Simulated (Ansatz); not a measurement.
C3H10OSn, singlet, at a GFN2-xTB geometry (such geometries of metal compounds can be far from the true shape) (core potentials on Sn); PBE/def2-TZVPPD in Ansatz (a first-principles code).

Here is a job for Ansatz.
Ansatz 0.2 input:
```yaml
crystal:
  periodic: [false, false, false]
  atoms:
    - {symbol: Sn, position_ang: [0.55490528, -0.40725240, 0.15203891]}
    - {symbol: C, position_ang: [2.29744022, 0.82997341, 0.34613580]}
    - {symbol: O, position_ang: [-0.73696021, 0.97581916, -0.44968378]}
    - {symbol: C, position_ang: [-2.03013420, 0.79870648, -0.94419923]}
    - {symbol: C, position_ang: [-2.96739742, 0.09736911, 0.02344280]}
    - {symbol: H, position_ang: [-0.01613015, -1.12638777, 1.58180413]}
    - {symbol: H, position_ang: [0.59410891, -1.65073411, -1.00961543]}
    - {symbol: H, position_ang: [2.60079489, 1.17811641, -0.63545613]}
    - {symbol: H, position_ang: [2.04517690, 1.68633531, 0.96234727]}
    - {symbol: H, position_ang: [3.11264159, 0.28162048, 0.80262360]}
    - {symbol: H, position_ang: [-2.39977659, 1.80985899, -1.14791704]}
    - {symbol: H, position_ang: [-2.00922916, 0.24935518, -1.89360422]}
    - {symbol: H, position_ang: [-2.63428940, -0.92799626, 0.18224511]}
    - {symbol: H, position_ang: [-3.97675660, 0.08420610, -0.37757233]}
    - {symbol: H, position_ang: [-2.96557471, 0.61539802, 0.97839381]}
basis:
  gaussian:
    orbitals: def2-TZVPPD.json
hamiltonian:
  xc: pbe
```
The basis file holds def2-TZVPPD in the JSON format of the Basis Set Exchange.

Predict the main parts of the log of this Ansatz run.


```
Functional definition: PBE
1700 factors; their error is unknown
mean field evaluation 1: about -11125.5645 eV, gradient 1.0e2 eV
mean field evaluation 2: about -10973.6658 eV, gradient 2.4e2 eV
mean field evaluation 4: about -11147.1658 eV, gradient 1.5e1 eV
mean field evaluation 8: about -11147.6638 eV, gradient 2.1e-1 eV
mean field evaluation 16: about -11147.6131 eV, gradient 5.9e-4 eV
mean field -11147.61311829 eV, -409.6672259737 hartree, gradient 6.2e-5 eV, S^2 0.000000; 0 other end points of the search recorded, 0 dependent functions left out
reference -11147.61318763 eV, -409.6672285219 hartree; 29, 29 occupied and 348, 348 virtual orbitals, 1700 factors
Total energy: -11147.61318763 eV, -409.6672285219 hartree
```
